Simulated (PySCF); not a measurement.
Breaking a bond: H4OSi, SMILES O[SiH3], singlet. The O2–H6 bond (O2 also carries Si; H6 carries nothing else) is varied alone, starting from the PBE0/def2-TZVP optimised geometry.

Computed with PySCF 2.14.0 with CCSD(T) on UHF/cc-pVDZ, 6 core orbitals frozen.

Problem. Relative to R = 0.96 Å, what are the energies at R = 0.86, 0.92, 1.60, 3.34 Å?

Solution. 35.6 kJ/mol at 0.86 Å, 5.5 kJ/mol at 0.92 Å, 311.0 kJ/mol at 1.60 Å, 490.9 kJ/mol at 3.34 Å.

The unrestricted determinant behind UCCSD(T) is spin-contaminated at 1.42 to 3.34 Å (<S²> up to 1.0, against 0.00 for a pure singlet).
